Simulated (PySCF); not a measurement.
These compounds are isomers of formula C5H7F3O.

A. `InChI=1S/C5H7F3O/c6-3-1-4(2-3)9-5(7)8/h3-5H,1-2H2/t3-,4+`
B. `C[C@]1(C(F)(F)F)CCO1`
C. `InChI=1S/C5H7F3O/c1-2-3-4-9-5(6,7)8/h2H,1,3-4H2`

Spectrum 1. 1H NMR (500 MHz, computed): δ 6.57 (m, 1H), 5.50 (m, 1H), 5.47 (m, 1H), 4.22 (t, 2H), 2.47 (m, 2H). 13C{1H} NMR (computed): δ 144.5 (CH), 130.8 (C), 123.4 (CH2), 72.8 (CH2), 39.2 (CH2).

Spectrum 2. 1H NMR (500 MHz, computed): δ 4.81 (m, 1H), 4.60 (m, 1H), 2.86 (m, 1H), 2.48 (m, 1H), 1.57 (s, 3H). 13C{1H} NMR (computed): δ 135.3 (C), 85.4 (C), 68.1 (CH2), 30.7 (CH2), 23.2 (CH3).

Spectrum 3. 1H NMR (500 MHz, computed): δ 6.22 (m, 1H), 4.85 (m, 1H), 3.71 (m, 1H), 2.91 (m, 2H), 2.84 (m, 2H). 13C{1H} NMR (computed): δ 125.5 (CH), 82.3 (CH), 66.1 (CH), 42.4 (CH2).

PySCF 2.14.0 with density-fitted response routines calculation with structure optimised with GFN2-xTB and shieldings: GIAO PBE0/pcSseg-1; no solvent model, one computed conformer, relativity neglected, equivalent nuclei averaged.

References, each an isolated molecule treated in the same way: 1H, 13C vs TMS. Splittings of carbon signals by F and P are missing where no couplings were computed. Where no couplings were computed, multiplicities follow the n + 1 count of equivalent neighbours, and m marks all less simple cases (inequivalent or close neighbours, rings, F or P nearby). Shifts are as computed. Against solution values, carbons near 30 ppm lie about +3 ppm off and those near 130 ppm about +5 ppm. Of 1211 compounds with measured shifts, 218 miss one by over three times the rms of a fit or turn the order of signals round; such compounds aren't used in these exercises.

Which spectrum belongs to which compound?

## Answers

1–C, 2–B, 3–A.

- Spectrum 1 (C): 5 13C signals; δC 144.5 is an alkene CH; δC 130.8 is a CF3 carbon.
- Spectrum 2 (B): 5 13C signals; δC 135.3 is a CF3 carbon; δC 85.4 is a fully substituted sp3 carbon bonded to O.
- Spectrum 3 (A): 4 13C signals; δC 125.5 is an sp3 CH bonded to 2 F and O; δC 82.3 is an sp3 CH bonded to F.
